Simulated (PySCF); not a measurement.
VF₄, SMILES [F][V+]([F])([F])[F], charge +1, multiplicity 1.

Geometry: B3LYP-D3(BJ)/def2-SVP. The spin state was assumed, not searched. The isomer is the one that the SMILES or the coordinates give; other isomers of the formula were not compared.

Method: TDDFT-LC-ωPBE/def2-SVPD (PySCF).

Vertical excitations; the highest root listed may be one member of a degenerate set.  State labels are in the subgroup D2.

| state | symmetry | energy (eV) | λ (nm) | f | main pairs |
|---|---|---|---|---|---|
| S1 | B1 | 5.57 | 222 | 0.000 | HOMO−2→LUMO (degenerate set) |
| S2 | B3 | 5.57 | 222 | 0.000 | HOMO→LUMO+1, HOMO→LUMO (degenerate set) |
| S3 | B2 | 5.57 | 222 | 0.000 | HOMO−1→LUMO+1, HOMO−1→LUMO (degenerate set) |
| S4 | B2 | 5.93 | 209 | 0.007 | HOMO−1→LUMO, HOMO−1→LUMO+1, HOMO−4→LUMO+1 (degenerate set) |
| S5 | B3 | 5.93 | 209 | 0.007 | HOMO→LUMO, HOMO→LUMO+1, HOMO−3→LUMO+1 (degenerate set) |
| S6 | B1 | 5.93 | 209 | 0.007 | HOMO−2→LUMO+1, HOMO−5→LUMO (degenerate set) |
| S7 | B3 | 6.21 | 200 | 0.000 | HOMO−3→LUMO, HOMO−3→LUMO+1 (degenerate set) |
| S8 | B2 | 6.21 | 200 | 0.000 | HOMO−4→LUMO, HOMO−4→LUMO+1 (degenerate set) |
| S9 | B1 | 6.21 | 200 | 0.000 | HOMO−5→LUMO+1 (degenerate set) |
| S10 | B1 | 6.63 | 187 | 0.009 | HOMO−5→LUMO 68 %, HOMO−2→LUMO+1 15 % |
| T1 | B3 | 5.21 | 238 | 0 | HOMO→LUMO, HOMO→LUMO+1 (degenerate set) |
| T2 | B1 | 5.21 | 238 | 0 | HOMO−2→LUMO+1 (degenerate set) |
| T3 | B2 | 5.21 | 238 | 0 | HOMO−1→LUMO, HOMO−1→LUMO+1 (degenerate set) |
| T4 | B1 | 5.40 | 230 | 0 | HOMO−2→LUMO 96 % |
Triplets are in the Tamm–Dancoff approximation, which puts them higher than full response would, so one can lie above its singlet here.
